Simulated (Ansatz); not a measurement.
Program: Ansatz. Geometries: PBE0-D4/def2-TZVP. ΔE: electronic, gas phase. CBS: MP2 limit from def2 TZ/QZ plus the TZ coupled-cluster correction, frozen cores. This one scheme is used for every species. Functionals use def2-TZVPP.

Consider the formal exchange of groups at the Al–Cl bond: `[Cl][Al]1[CH2][NH]1` + BH₃ → `[BH2][Al]1[CH2][NH]1` + HCl.

```json
{"level": "r2SCAN-D4", "ΔE (eV)": "1.71"}
{"level": "BHLYP-D4", "ΔE (eV)": "1.83"}
```

Problem. What does CCSD(T)/CBS give? (An estimate is asked.)

Solution. The calculation gave: +1.74 eV. The listed levels differ from it by -0.03, 0.09 eV.

Problem. What do rigid-rotor, harmonic-oscillator terms from PBE0-D4/def2-TZVP frequencies (298.15 K, 1 bar) make of the CCSD(T)/CBS value? (Estimate.)

Solution. The calculation gave: ΔZPE = -0.06 eV, ΔH = +1.71 eV, ΔS = 21 J/(mol·K), ΔG = +1.64 eV. Modes under 50 cm⁻¹ make the entropy rough.

Largest T1 diagnostic among the species: 0.016.

At CCSD(T), def2-SVP lies −0.06 eV from the extrapolated value and def2-TZVPP −0.02 eV. From PBE to PBE0 (25 % exact exchange), in def2-TZVPP and without D4, ΔE moves by +0.12 eV. Leaving LDA and LC-ωPBE aside and taking each functional with its dispersion term where it has one, the values, not all of them listed here, spread over 0.32 eV, from PBE-D4 to BHLYP-D4. LDA lies −0.08 eV from PBE without D4.
